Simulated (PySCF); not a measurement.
Stepwise substitution at one centre (B NH2-SiH3). Isolated molecules, 0 K electronic values unless said otherwise. Strings in code marks are SMILES.

The S1 excitation (TDA) from two functionals at the same geometries (B3LYP-D3(BJ)/def2-TZVP), both in PySCF: PBE-D3(BJ)/def2-TZVP and B3LYP-D3(BJ)/def2-TZVP. B3LYP has the VWN-RPA correlation part, as in Gaussian. Excitations are Tamm–Dancoff values on a coarser integration grid. The basis has no diffuse functions, so Rydberg states are missing or too high.

| species | B3LYP-D3(BJ)/def2-TZVP (eV) |
|---|---|
| 0 of 3 NH2 replaced by SiH3 | 5.76 |
| 1 of 3 NH2 replaced by SiH3 (`NB(N)[SiH3]`) | 6.22 |
| 2 of 3 NH2 replaced by SiH3 | 4.75 |
| 3 of 3 NH2 replaced by SiH3 | 3.25 |

**Question.** What does PBE-D3(BJ)/def2-TZVP give for each?

**Answer.** 
- 0 of 3 NH2 replaced by SiH3: 5.24
- 1 of 3 NH2 replaced by SiH3 (`NB(N)[SiH3]`): 5.80
- 2 of 3 NH2 replaced by SiH3: 4.53
- 3 of 3 NH2 replaced by SiH3: 3.03
Over these rows, drawn at random from the members with no instability flagged (it was tested for open shells, ions and some series alone), PBE minus B3LYP-D3(BJ): mean -0.35 eV, from -0.52 eV to -0.22 eV.
